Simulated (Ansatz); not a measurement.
Total energies of C7H14O2, SMILES `CCOC(=O)C(C)CC`.

Cartesian coordinates in Å:
```
C -2.885 0.720 -1.298
C -2.329 -0.040 -0.124
O -0.910 -0.121 -0.289
C -0.242 -0.761 0.680
O -0.780 -1.245 1.640
C 1.241 -0.807 0.399
C 1.519 -1.722 -0.789
C 1.820 0.589 0.182
C 1.593 1.529 1.353
H -3.970 0.801 -1.205
H -2.468 1.728 -1.344
H -2.658 0.211 -2.237
H -2.546 0.456 0.825
H -2.735 -1.052 -0.062
H 1.682 -1.242 1.300
H 2.596 -1.813 -0.947
H 1.074 -1.319 -1.701
H 1.117 -2.725 -0.625
H 1.388 1.013 -0.730
H 2.894 0.479 -0.004
H 2.020 1.124 2.274
H 2.051 2.503 1.171
H 0.527 1.694 1.531
```

Total charge 0; spin multiplicity 1. All single points use the PBE0-D4/def2-TZVP geometry. It is one conformer, not always the lowest. Basis def2-TZVPP, Ansatz 0.2.0.

```json
{"functional": "LDA (SPW92)", "energy without D4 (Eh)": "-422.15068", "D4 term (kJ/mol)": "–"}
{"functional": "PBE", "energy without D4 (Eh)": "-425.26992", "D4 term (kJ/mol)": "-49.7"}
{"functional": "revPBE", "energy without D4 (Eh)": "-425.67352", "D4 term (kJ/mol)": "-163.3"}
{"functional": "BLYP", "energy without D4 (Eh)": "-425.62964", "D4 term (kJ/mol)": "-108.0"}
{"functional": "r2SCAN", "energy without D4 (Eh)": "-425.57004", "D4 term (kJ/mol)": "-14.3"}
{"functional": "B97M-V", "energy without D4 (Eh)": "-425.78039", "D4 term (kJ/mol)": "–"}
{"functional": "PBE0", "energy without D4 (Eh)": "-425.31451", "D4 term (kJ/mol)": "-42.4"}
{"functional": "B3LYP", "energy without D4 (Eh)": "-425.82508", "D4 term (kJ/mol)": "-77.8"}
{"functional": "r2SCANh", "energy without D4 (Eh)": "-425.55056", "D4 term (kJ/mol)": "-14.9"}
{"functional": "r2SCAN0", "energy without D4 (Eh)": "-425.52339", "D4 term (kJ/mol)": "-16.2"}
{"functional": "HSE06 (plane-wave form)", "energy without D4 (Eh)": "-425.29065", "D4 term (kJ/mol)": "-39.2"}
{"functional": "BHLYP", "energy without D4 (Eh)": "-425.56091", "D4 term (kJ/mol)": "-54.0"}
{"functional": "CAM-B3LYP", "energy without D4 (Eh)": "-425.60744", "D4 term (kJ/mol)": "-42.5"}
{"functional": "LC-ωPBE", "energy without D4 (Eh)": "-425.55653", "D4 term (kJ/mol)": "–"}
{"functional": "ωB97X-V", "energy without D4 (Eh)": "-425.69236", "D4 term (kJ/mol)": "–"}
{"functional": "ωB97M-V", "energy without D4 (Eh)": "-425.62316", "D4 term (kJ/mol)": "–"}
{"functional": "B2PLYP", "energy without D4 (Eh)": "-425.45472", "D4 term (kJ/mol)": "–"}
{"functional": "PBE-QIDH", "energy without D4 (Eh)": "-425.25857", "D4 term (kJ/mol)": "–"}
```

B3LYP takes the VWN-RPA correlation (the form of Gaussian; ORCA's B3LYP/G). HSE06 is the plane-wave form, built on full-range PBE exchange. The double hybrids freeze the cores in their second-order part.

LC-ωPBE has ω = 0.4 bohr⁻¹.
